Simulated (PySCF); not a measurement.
Stationary points of IO₃F

All numbers come from PySCF, PBE0, basis I def2-SVP with ECP28, O def2-SVP, F def2-SVP (scalar-relativistic core potentials, no spin–orbit coupling, density fitting).

Relaxations began from a few typed shapes. The search is not exhaustive: other isomers or separated fragments can lie lower, and high-lying points may rest on an excited occupation.

(1) Order these stationary points by electronic energy, lowest first, in kJ/mol from the lowest minimum.
A. singlet Cs: I–F 1.939 Å, I–O 1.857 Å (×2), I–O 1.927 Å; F–I–O 93.9° (×2), F–I–O 148.7°, O–I–O 71.3° (×2), O–I–O 118.8°
B. singlet C2v: I–F 1.962 Å, I–O 1.814 Å, I–O 1.817 Å (×2); F–I–O 82.8° (×2), F–I–O 180.0°, O–I–O 97.2° (×2), O–I–O 165.6°
C. singlet C1: I–F 1.959 Å, I–O 1.777 Å, I–O 1.944 Å, I–O 2.029 Å, O–O 1.516 Å; F–I–O 94.6°, F–I–O 95.9°, F–I–O 139.3°, I–O–O 64.6°, I–O–O 70.6°
D. singlet C3v: I–F 1.914 Å, I–O 1.783 Å (×3); F–I–O 101.3° (×3), O–I–O 116.3° (×3)

(2) Which of them are minima?

## Answers

(1) C (0.0), D (2.2), B (207.2), A (225.5).

(2) By energy in kJ/mol, 0.0: minimum; 2.2: minimum; 207.2: saddle point, 1 imaginary mode; 225.5: saddle point, 1 imaginary mode.
